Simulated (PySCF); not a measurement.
Species: C₇H₁₃N.
Structure used (PBE0-D3(BJ)/def2-SVP), in Å, numbered top down from 1:
```
atom  x, y, z in Å
C1     3.6418    1.0705    0.7944
C2     2.3816    0.8969    0.0160
C3     1.4862   -0.0792    0.1970
C4     0.2239   -0.2382   -0.5918
C5    -1.0779   -0.0414    0.2133
C6    -1.2273   -1.0486    1.3509
C7    -1.1654    1.3623    0.7374
N8    -2.0546    2.1732    0.3373
H9     4.5261    1.0382    0.1355
H10    3.6671    2.0506    1.3006
H11    3.7575    0.2879    1.5592
H12    2.1864    1.6395   -0.7704
H13    1.6813   -0.8257    0.9789
H14    0.1923   -1.2520   -1.0311
H15    0.2261    0.4710   -1.4355
H16   -1.9228   -0.1572   -0.4849
H17   -0.4582   -0.9061    2.1270
H18   -1.1361   -2.0798    0.9747
H19   -2.2106   -0.9499    1.8348
H20   -0.3933    1.6294    1.4882
H21   -1.9453    3.0773    0.8076
```

Level of theory: TDDFT CAM-B3LYP/def2-SVPD, vertical, gas phase, core orbitals frozen in the response in PySCF.

Transition dipole moments from the ground state, in atomic units and in the frame of the coordinates above (overall signs are arbitrary), for the states with f of 0.002 or more among the lowest 6:

```
state  E (eV)      μx      μy      μz
   S1   5.349  -0.137  -0.072   0.089
   S2   6.750  -0.636  -0.361  -0.039
   S3   6.916   0.909   0.277  -0.049
   S4   7.118   0.645   0.659   0.026
   S5   7.207  -0.231   0.054   0.009
   S6   7.370  -0.297  -0.102  -0.013
```

**Question.** What oscillator strength does each state have?

**Answer.** f = (2/3) ΔE |μ|² with ΔE in hartree (27.2114 eV).

```csv
state,|μ|² (au),|μ| (D),f
S1,0.032,0.45,0.004
S2,0.536,1.86,0.089
S3,0.906,2.42,0.153
S4,0.851,2.34,0.148
S5,0.056,0.60,0.010
S6,0.099,0.80,0.018
```

**Question.** What angle do the transition dipoles of S2 and S3 make?

**Answer.** |cos θ| = |μa·μb| / (|μa| |μb|) = 0.97, so θ ≈ 14° (taken between 0 and 90°, since the signs are arbitrary).

**Question.** How is the summed strength of these states shared among x, y and z?

**Answer.** (2/3) Σ ΔE μα² gives 0.307 for x, 0.113 for y and 0.002 for z, 0.422 in all.

**Question.** What peak molar absorption coefficient would the strongest computed level give as a lone Gaussian band 0.5 eV wide at half height?

**Answer.** ε(max) = 2.175×10⁸ f / FWHM, with the width in cm⁻¹. S3: 2.175×10⁸ × 0.1535 / 4033 ≈ 8300 L mol⁻¹ cm⁻¹.

One conformer stands for the species.
